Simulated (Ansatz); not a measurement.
Ansatz (an electronic-structure program) input (BLYP/def2-TZVPD):

Ansatz 0.2 input:
```yaml
crystal:
  periodic: [false, false, false]
  atoms:
    - {symbol: C, position_ang: [3.47416883, -0.09281213, 0.09175325]}
    - {symbol: C, position_ang: [2.43103620, -0.91032331, 0.01434079]}
    - {symbol: C, position_ang: [1.31988779, -0.76339131, -0.96685073]}
    - {symbol: Ge, position_ang: [-0.28660605, -0.01591240, -0.11710944]}
    - {symbol: Cl, position_ang: [-0.87177321, -1.18859820, 1.59514335]}
    - {symbol: Cl, position_ang: [-1.94797830, 0.01887614, -1.49296547]}
    - {symbol: Cl, position_ang: [0.05934720, 2.00069325, 0.55152647]}
    - {symbol: H, position_ang: [3.59133466, 0.74631274, -0.58395554]}
    - {symbol: H, position_ang: [4.24608153, -0.23547907, 0.83581216]}
    - {symbol: H, position_ang: [2.34050374, -1.73170579, 0.71733167]}
    - {symbol: H, position_ang: [1.56717218, -0.07977950, -1.77945426]}
    - {symbol: H, position_ang: [1.00261734, -1.71750170, -1.39066621]}
basis:
  gaussian:
    orbitals: def2-TZVPD
hamiltonian:
  xc: {name: BLYP}
output: {forces: true}
```

End of the output:

```
integrals: 0.62 GiB planned
1990 factors; their error is unknown
0.53 GiB of the device are held for the grids
2.65 GiB of device memory are held for the factors and their scratch space
mean field: 2.53 GiB planned
mean field evaluation 1: about -97268.2755 eV, gradient 8.4e1 eV
mean field evaluation 2: about -97177.1604 eV, gradient 1.8e2 eV
mean field evaluation 4: about -97283.8397 eV, gradient 1.3e1 eV
mean field evaluation 8: about -97284.1960 eV, gradient 3.0e-1 eV
mean field evaluation 16: about -97284.1505 eV, gradient 3.3e-3 eV
mean field -97284.15052150 eV, -3575.1265900997 hartree, gradient 3.2e-5 eV, S^2 0.000000; 0 other end points of the search recorded, 0 dependent functions left out
the calculation of the forces begins
reference -97284.15100711 eV, -3575.1266079453 hartree; 53, 53 occupied and 295, 295 virtual orbitals, 1990 factors
Total energy: -97284.15100711 eV, -3575.1266079453 hartree
Atom 0 at     3.474169    -0.092812     0.091753 Å, force     0.354156     0.223426     0.036355 eV/Å
Atom 1 at     2.431036    -0.910323     0.014341 Å, force    -0.238505    -0.236614    -0.036884 eV/Å
Atom 2 at     1.319888    -0.763391    -0.966851 Å, force     0.186468    -0.105930    -0.086704 eV/Å
Atom 3 at    -0.286606    -0.015912    -0.117109 Å, force     0.008947    -0.031631    -0.052214 eV/Å
Atom 4 at    -0.871773    -1.188598     1.595143 Å, force    -0.161550    -0.280993     0.416436 eV/Å
Atom 5 at    -1.947978     0.018876    -1.492965 Å, force    -0.407903     0.008919    -0.337034 eV/Å
Atom 6 at     0.059347     2.000693     0.551526 Å, force     0.061046     0.502517     0.164322 eV/Å
Atom 7 at     3.591335     0.746313    -0.583956 Å, force     0.056029     0.182696    -0.131992 eV/Å
Atom 8 at     4.246082    -0.235479     0.835812 Å, force     0.182291    -0.017652     0.149869 eV/Å
Atom 9 at     2.340504    -1.731706     0.717332 Å, force    -0.008342    -0.186212     0.144037 eV/Å
Atom 10 at     1.567172    -0.079780    -1.779454 Å, force     0.043779     0.132797    -0.174029 eV/Å
Atom 11 at     1.002617    -1.717502    -1.390666 Å, force    -0.076416    -0.191324    -0.092161 eV/Å
Dipole moment:     0.489034    -0.201631    -0.212039 e Å
```
